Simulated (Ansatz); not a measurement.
A nudged elastic band was laid between two geometries of CH3BClO (7 atoms, charge 1, multiplicity 1).

Level of theory: RKS BHLYP/6-31G (Ansatz 0.2.0).

- movable images: 5
- climbing image: yes
- spring: 5.0 eV/Å²
- optimiser: quadratic models (default)
- start path: through a guess of the saddle point
- force threshold: 0.05 eV/Å
- iteration limit: 60
- end points: relaxed

Image 0:

```xyz
7
Properties=species:S:1:pos:R:3
O -0.628 1.445 -0.059
C -0.096 0.445 0.517
B 0.483 -0.862 -0.156
Cl -0.589 -2.203 -0.457
H -0.754 1.486 -1.028
H -0.045 0.579 1.593
H 1.629 -0.891 -0.410
```

Image 6:

```xyz
7
Properties=species:S:1:pos:R:3
O -0.591 1.459 -0.080
C 0.173 0.552 0.375
B 0.170 -0.986 0.011
Cl 1.099 -1.531 -1.360
H -1.276 1.278 -0.754
H 0.870 0.941 1.111
H -0.445 -1.714 0.697
```

(1) Which bonds break or form, and what moves?

(2) What energy profile does the band end with?

(3) What is the geometry of the highest image?

(4) What are the harmonic wavenumbers there?

The band took 8 iterations and of the order of 100 core-seconds.

Answers

(1) No bond is made or broken. The dihedral O1–C2–B3–Cl4 goes from -88 to 87°. The two ends are copies of one structure, up to a mirror image or an exchange of like atoms.

(2) It converged. The highest image is number 3 of 0 to 6, 5.5 kJ/mol above the ends, which have the same energy within 2 meV. A vibrational analysis at the climbing image gives one clearly imaginary mode, 68i cm⁻¹: a first-order saddle point. Limits of this set-up: no polarisation functions.

| image | path coordinate (Å) | energy (kJ/mol) | dihedral O1–C2–B3–Cl4 (°) |
| --- | --- | --- | --- |
| 0 | 0.00 | 0.0 | -88 |
| 1 | 0.70 | 1.8 | -59 |
| 2 | 1.40 | 4.5 | -30 |
| 3 | 2.09 | 5.5 | 0 |
| 4 | 2.79 | 4.5 | 29 |
| 5 | 3.49 | 1.8 | 58 |
| 6 | 4.18 | 0.0 | 87 |

(3) 
```xyz
7
Properties=species:S:1:pos:R:3:forces:R:3
O -0.841 1.275 0.009 0.00 0.00 0.00
C 0.100 0.578 0.488 0.01 -0.01 0.00
B 0.524 -0.887 -0.069 -0.01 0.00 -0.01
Cl -0.415 -1.496 -1.413 0.01 0.00 0.01
H -1.373 0.943 -0.749 0.00 0.01 0.00
H 0.601 1.061 1.317 0.00 0.01 0.00
H 1.405 -1.473 0.417 0.00 0.00 0.00
```

(4) 68i, 189, 575, 642, 759, 904, 930, 1152, 1155, 1234, 1482, 1642, 2909, 3292, 3567 cm⁻¹.

Time of the run: 100 s on 1 thread of Intel(R) Xeon(R) Processor @ 2.70GHz (shared host), peak memory 0.12 GiB.
